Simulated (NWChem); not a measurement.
System: B3N3H5, doublet; SMILES [B]1NBNBN1

In the optimisation the excess spin sits in a1 (C2v, its own frame). Not confirmed as a minimum by frequencies.

**Question.** Give the equilibrium geometry at PBE0/def2-SVP, spin-unrestricted (NWChem) as an XYZ file, with the point group.

**Answer.** point group C2v; any orientation.
```
11

B      0.0000     0.0000     1.4847
N      1.2276     0.0000     0.7732
B      1.2548     0.0000    -0.6576
N      0.0000     0.0000    -1.3371
B     -1.2548     0.0000    -0.6576
N     -1.2276     0.0000     0.7732
H      2.1028     0.0000     1.2807
H      2.3011     0.0000    -1.2641
H      0.0000     0.0000    -2.3486
H     -2.3011     0.0000    -1.2641
H     -2.1028     0.0000     1.2807
```
